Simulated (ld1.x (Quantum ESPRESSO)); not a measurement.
**Building the PAW potential for Cu (Z = 29) (PW91, fully relativistic).**

```
Element                 : Cu
Generator               : ld1.x (Quantum ESPRESSO) 7.5
Type                    : PAW
Functional              : PW91
Relativity              : fully relativistic
Frozen core             : [Ne]
Valence charge          : 19
Reference configuration : 3s2 3p6 3d10 4s0.5 4p0 (charge +0.5)
Partial waves           : 3s (bound): rcut 0.95, rcutus 1.05 bohr; 4s (bound): rcut 0.95, rcutus 1.05 bohr; 3p (bound): rcut 1.05, rcutus 1.15 bohr; 4p (bound, empty): rcut 1.05, rcutus 1.15 bohr; 3d (bound): rcut 0.65, rcutus 0.90 bohr; 3d channel at 1.75 Ry: rcut 0.65, rcutus 0.90 bohr
Local potential         : all-electron potential smoothed inside 0.70 bohr (lloc = -1)
Core correction         : Bessel-smoothed model core, default radius (core density twice the valence density)
Augmentation charge     : BESSEL, radius 0.50 bohr
```

Open shells are filled in proportion to 2j + 1 (rel_dist='average').

All-electron outer shells of the reference configuration (PW91, scalar-relativistic, ld1.x):

| shell | level (eV) | outermost node (bohr) | outermost maximum (bohr) |
| --- | --- | --- | --- |
| 2p | -921.38 | – | 0.16 |
| 3s | -118.79 | 0.29 | 0.61 |
| 3p | -76.30 | 0.26 | 0.62 |
| 3d | -9.22 | – | 0.60 |
| 4s | -8.15 | 0.89 | 2.19 |
| 4p | -3.48 | 0.97 | 3.10 |

(1) Tests: 3s2 3p6 3d10 4s1 4p0; 3s2 3p6 3d10 4s0 4p0; 3s2 3p6 3d9 4s0 4p0; 3s2 3p6 3d9 4s1 4p1; 3s2 3p6 3d9 4s2 4p0; 3s2 3p6 3d8 4s0 4p0; 3s2 3p6 3d7 4s0 4p0. Which has the largest error in its energy relative to the reference configuration, and how large is it?

The ghost test of this file was not conclusive.

Answers

(1) 3s2 3p6 3d7 4s0 4p0, with +23 meV (all-electron minus pseudo) on +125.42 eV.
